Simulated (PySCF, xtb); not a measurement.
C3H6BNO, SMILES B(N)(C#C)OC.

GFN2-xTB (xtb) at its own geometry gives an orbital gap of 5.19 eV and a dipole moment of 0.35 D.

The structure is a stationary point at PBE0-D3(BJ)/def2-SVP. This is a generated structure with no PubChem entry under its InChIKey; it may be hypothetical. The values are those of a single conformer.

Q: What does PySCF with PBE/def2-TZVP give? (Estimate from the structure and the level; the computed values follow.)

A: gap 5.00 eV (levels -6.11 and -1.10 eV), dipole 0.43 D.
